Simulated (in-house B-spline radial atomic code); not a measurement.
Ionisation energies with and without relativity, with size and susceptibility from the Dirac run. Dirac energy differences include first-order Breit, QED and recoil terms. NIST's values go from ground level to ground level; the uncertainty of those that are theory runs from under 0.1 % in few-electron ions to several per cent in heavy many-electron ones. Computed with a radial B-spline atomic code at the basis-set limit: non-relativistic Hartree-Fock and Dirac-Hartree-Fock, averages of the configuration (point nuclei without relativity, finite nuclei with it).

| ion | configuration | configuration after | ionisation non-relativistic (eV) | ionisation Dirac Breit and QED (eV) | tabulated value (eV) | tabulated kind | radius at density 0.001 (bohr) | diamagnetic susceptibility (10⁻⁶ cm³/mol) |
| --- | --- | --- | --- | --- | --- | --- | --- | --- |
| Pr3+ | [Xe] 4f2 | [Xe] 4f1 | 39.97 | 36.03 | 38.981 | semi-empirical | 3.426 | -30.076 |
| Nd3+ | [Xe] 4f3 | [Xe] 4f2 | 41.03 | 36.95 | 40.6 | semi-empirical | 3.386 | -29.613 |
| Pm3+ | [Xe] 4f4 | [Xe] 4f3 | 42.00 | 37.77 | 41.17 | semi-empirical | 3.347 | -29.15 |
| Sm3+ | [Xe] 4f5 | [Xe] 4f4 | ? | ? | ? | semi-empirical | ? | ? |
| Eu3+ | [Xe] 4f6 | [Xe] 4f5 | ? | ? | ? | semi-empirical | ? | ? |
| Gd3+ | [Xe] 4f7 | [Xe] 4f6 | 44.45 | 39.68 | 44.44 | semi-empirical | 3.241 | -27.799 |
| Tb3+ | [Xe] 4f8 | [Xe] 4f7 | 45.13 | 40.17 | 39.33 | semi-empirical | 3.208 | -27.368 |
| Dy3+ | [Xe] 4f9 | [Xe] 4f8 | 45.76 | 40.59 | 41.23 | semi-empirical | 3.177 | -26.947 |
| Ho3+ | [Xe] 4f10 | [Xe] 4f9 | 46.33 | 40.96 | 42.52 | semi-empirical | 3.147 | -26.537 |
| Er3+ | [Xe] 4f11 | [Xe] 4f10 | 46.86 | 41.27 | 42.42 | semi-empirical | 3.118 | -26.137 |
| Tm3+ | [Xe] 4f12 | [Xe] 4f11 | 47.34 | 41.53 | 42.41 | semi-empirical | 3.09 | -25.749 |
| Yb3+ | [Xe] 4f13 | [Xe] 4f12 | 47.78 | 41.74 | 43.61 | semi-empirical | 3.063 | -25.371 |
| Lu3+ | [Xe] 4f14 | [Xe] 4f13 | 48.18 | 41.91 | 45.249 | semi-empirical | 3.037 | -25.004 |
| Hf3+ | [Xe] 4f14 5d1 | [Xe] 4f14 | ? | ? | ? | semi-empirical | ? | ? |
| Ta3+ | [Xe] 4f14 5d2 | [Xe] 4f14 5d1 | 35.07 | 33.99 | 35 | tabulated theory | 3.386 | -27.567 |
| W3+ | [Xe] 4f14 5d3 | [Xe] 4f14 5d2 | 37.14 | 36.00 | 38.2 | semi-empirical | 3.415 | -28.32 |

(1) Fill in the row of Sm3+.

(2) Fill in the row of Eu3+.

(3) Fill in the row of Hf3+.

Answers

(1) ionisation non-relativistic (eV): 42.89; ionisation Dirac Breit and QED (eV): 38.48; tabulated value (eV): 41.64; radius at density 0.001 (bohr): 3.31; diamagnetic susceptibility (10⁻⁶ cm³/mol): -28.692.

(2) ionisation non-relativistic (eV): 43.70; ionisation Dirac Breit and QED (eV): 39.12; tabulated value (eV): 42.94; radius at density 0.001 (bohr): 3.275; diamagnetic susceptibility (10⁻⁶ cm³/mol): -28.241.

(3) ionisation non-relativistic (eV): 32.98; ionisation Dirac Breit and QED (eV): 31.97; tabulated value (eV): 33.37; radius at density 0.001 (bohr): 3.282; diamagnetic susceptibility (10⁻⁶ cm³/mol): -26.502.
